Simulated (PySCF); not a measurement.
2-methoxybut-1-en-3-yne (C₅H₆O), SMILES C#CC(=C)OC.

The structure is a stationary point at B3LYP-D3(BJ)/def2-SVP. One conformer was computed; it need not be the lowest.

All values below come from ωB97X/def2-TZVP (PySCF).

The molecule is in vacuum.

Computed frontier levels, gap, dipole moment and polarisability:
The highest occupied level is -8.69 eV and the lowest empty level is 1.34 eV. The orbital gap comes out as 10.03 eV. The dipole moment is 1.59 D and the quadrupole, principal values (traceless, Buckingham form, about the centre of nuclear charge) is -6.66, 2.52, 4.14 D·Å. The mean static polarisability is 64.4 bohr³ (9.55 Å³) and the polarisability, principal values comes out as 41.2, 64.3, 87.8 bohr³.
